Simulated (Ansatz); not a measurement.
Compare A (`C[Si]1(F)[SiH2]S1`) with its isomer B (`F[Si]1([SiH3])CS1`).

Calculated with Ansatz (gas phase, PBE0-D4/def2-TZVP geometries, no zero-point term in ΔE). CBS: MP2 limit from def2 TZ/QZ plus the TZ coupled-cluster correction, frozen cores. DFT in def2-TZVPP. B3LYP here is the variant with VWN-RPA as its local correlation; programs differ in this.

Task: Which isomer does CCSD(T)/CBS put lower? Give the gap. (An estimate is asked.)

Result: Computed: A, by 123.1 kJ/mol.

Task: Give E(B) − E(A) in kJ/mol with HF/def2-TZVPP, ωB97M-V, PBE-D4, CCSD(T)/def2-TZVPP, MP2/def2-TZVPP, PBE0-D4, B3LYP. (Estimate.)

Result: The calculation gave: HF/def2-TZVPP 118.7, ωB97M-V 123.9, PBE-D4 120.4, CCSD(T)/def2-TZVPP 119.6, MP2/def2-TZVPP 124.9, PBE0-D4 125.0, B3LYP 117.1. None reverses the order clearly.

Largest T1 diagnostic: 0.013.

From PBE to PBE0 (25 % exact exchange), in def2-TZVPP and without D4, E(B) − E(A) moves by +4.7 kJ/mol.
